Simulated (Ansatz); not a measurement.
A structure relaxed at PBE-D4/def2-SVP in Ansatz, charge 0, singlet:

```
atom   x (Å)   y (Å)   z (Å)
  C1  -2.514   3.907   1.180
  N2  -1.891   2.940   0.888
  C3  -1.143   1.776   0.536
  C4  -2.105   0.638   0.123
  C5  -1.294  -0.610  -0.253
  C6  -0.443  -1.093   0.948
  C7   0.364  -2.344   0.568
  C8   1.302  -2.023  -0.611
  C9   0.461  -1.563  -1.816
 C10  -0.346  -0.309  -1.440
 C11   0.602   0.841  -1.021
 C12  -0.200   2.096  -0.648
 C13   1.458   0.363   0.178
 C14   2.262  -0.892  -0.201
 C15   0.505   0.060   1.361
 C16  -0.297   1.311   1.745
 H17  -2.725   0.978  -0.732
 H18  -2.794   0.421   0.966
 H19  -1.997  -1.420  -0.547
 H20  -1.120  -1.327   1.799
 H21   0.954  -2.694   1.442
 H22  -0.326  -3.171   0.294
 H23   1.884  -2.929  -0.884
 H24   1.121  -1.341  -2.682
 H25  -0.228  -2.374  -2.136
 H26  -0.952   0.022  -2.312
 H27   1.275   1.085  -1.872
 H28   0.478   2.926  -0.358
 H29  -0.805   2.448  -1.509
 H30   2.153   1.179   0.474
 H31   2.888  -1.213   0.659
 H32   2.957  -0.657  -1.035
 H33   1.108  -0.264   2.238
 H34   0.380   2.135   2.054
 H35  -0.972   1.100   2.601
```

(1) Give its formula, name or SMILES and point group.

(2) Summarise the bond lengths by kind (pairs closer than 1.2 times the sum of covalent radii, bridged metal pairs left out).

Answers

(1) `[C-]#[N+]C12CC3C4CC5CC3C(C1)C(C5)C4C2`. Point group C3v (tolerance 0.1 Å).

(2) 18 × C–C 1.53 to 1.55 Å; 2 × C–N 1.19 to 1.43 Å; 19 × C–H 1.11 Å.
